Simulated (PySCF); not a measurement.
Rigid-rotor lines calculated for a species of formula C3H9GeP (commonest isotopes; PySCF 2.14.0, PBE0-D3(BJ)/def2-SVP geometry optimisation, gas phase), labelled J(Ka,Kc):

```
     transition     MHz
2(0,2) ← 1(0,1)  6620.4
2(1,1) ← 1(1,0)  6673.4
2(1,2) ← 1(1,1)  6568.7
1(0,1) ← 0(0,0)  3310.5
1(1,0) ← 0(0,0)  6266.1
```

(1) Find the rotational constants.

(2) What moments of inertia, asymmetry and inertial defect follow?

(3) Which dipole components do these lines need?

(4) Where do these fall, and of which type are they? 3(3,1) ← 3(2,1); 3(1,2) ← 3(1,3); 3(2,2) ← 2(1,2); 4(2,2) ← 3(2,1); 4(2,3) ← 4(1,3); 4(2,2) ← 3(1,2); 3(3,0) ← 2(2,0); 4(1,3) ← 3(1,2).

(5) Which structure gave them?

Results:

(1) 1(0,1) ← 0(0,0) is B + C, 2(1,1) ← 1(1,0) is 3B + C and 2(1,2) ← 1(1,1) is B + 3C, so B − C is half the difference of the last two, 52.3 MHz. 1(1,0) ← 0(0,0) is A + B. A = 4584.6, B = 1681.5, C = 1629.1 MHz.

(2) I = 505379 MHz·u·Å² over each constant: Ia = 110.23, Ib = 300.56, Ic = 310.22 u·Å²; κ = (2B − A − C)/(A − C) = -0.965 (near-prolate asymmetric top); Δ = Ic − Ia − Ib = -100.57 u·Å².

(3) μa and μc (a-type: ΔKa even, ΔKc odd; c-type: ΔKa odd, ΔKc even). The calculation gives |μa| = 1.06 D, |μb| = 0.09 D, |μc| = 0.64 D.

(4) 
```tsv
transition	MHz	type	branch
3(1,2) ← 3(1,3)	314	a	Q
4(2,3) ← 4(1,3)	8528	c	Q
4(2,2) ← 3(2,1)	13249	a	R
4(1,3) ← 3(1,2)	13345	a	R
3(3,1) ← 3(2,1)	14644	c	Q
3(2,2) ← 2(1,2)	18798	c	R
4(2,2) ← 3(1,2)	21884	c	R
3(3,0) ← 2(2,0)	24578	c	R
```

(5) `[PH2][GeH]1[CH2]C[CH2]1`. Three constants can't fix a structure by themselves; this is the one that was computed:
```xyz
14
C3H9GeP angstrom
P      2.399   -0.866    0.980
Ge     0.484    0.453    0.918
C     -0.197    1.011   -0.858
C     -1.108   -0.239   -0.842
C     -1.183   -0.587    0.665
H      3.224    0.124    0.361
H      2.087   -1.500   -0.263
H      0.562    1.490    2.061
H      0.489    1.105   -1.711
H     -0.770    1.948   -0.763
H     -2.091   -0.091   -1.322
H     -0.615   -1.061   -1.386
H     -1.218   -1.655    0.919
H     -2.021   -0.080    1.169
```

The values belong to one conformer with, in the numbering `[PH2:1][GeH:2]1[CH2:3][CH2:4][CH2:5]1`, H–P1–Ge2–C3 62° and -32°, P1–Ge2–C3–C4 93°, Ge2–C3–C4–C5 21°, C3–C4–C5–Ge2 -21°, P1–Ge2–C5–C4 -98°. No frequency check. No vibrational averaging or centrifugal distortion is included, and the geometry carries the error of its method.
